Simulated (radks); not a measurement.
The europium ion Eu2+ inside a hard spherical wall (all orbitals vanish at R), configuration held at [Xe] 4f7 and not refilled when levels cross. Method: scalar-relativistic Kohn-Sham, PBE, spin-unpolarised, spherical densities, point nucleus; computed with a radial shooting solver on a logarithmic mesh with Libxc functionals. Eigenvalues in eV, with the zero of energy where the potential of the charges vanishes at infinity; a dash marks a level that is unbound or too diffuse for the functional's potential to be trusted. A positive occupied level is held by the wall or, in an anion where self-interaction has pushed it up, behind a barrier. The pressure on the wall is -dE/dV.

\begin{tabular}{lrrrrrrrrr}
R (bohr) & E (hartree) & kinetic (hartree) & e(4d) & e(5s) & e(5p) & e(4f) & e(6s, empty) & e(5d, empty) & pressure (GPa) \\ \hline
free & -10843.4292 & 11617.922 & -148.25 & -58.234 & -37.267 & -16.149 & -13.964 & -13.621 & 0 \\
20 & -10843.4292 & 11617.922 & -148.25 & -58.234 & -37.267 & -16.149 & -13.964 & -13.621 & < 0.0001 \\
12 & -10843.4292 & 11617.922 & -148.25 & -58.234 & -37.267 & -16.149 & -13.964 & -13.621 & < 0.0001 \\
7 & -10843.4291 & 11617.923 & -148.24 & -58.227 & -37.261 & -16.139 & -13.770 & -13.578 & 0.00850 \\
4 & -10843.3726 & 11618.400 & -146.80 & -57.199 & -36.229 & -14.788 & -4.597 & -10.680 & 19.9 \\
3.5 & -10843.2383 & 11619.365 & -144.85 & -55.767 & -34.650 & -12.941 & 4.272 & -7.537 & 89.7 \\
2.5 & -10841.0606 & 11631.002 & -129.73 & -43.214 & -19.548 & 1.608 & 65.026 & 16.056 & 2300 \\
\end{tabular}
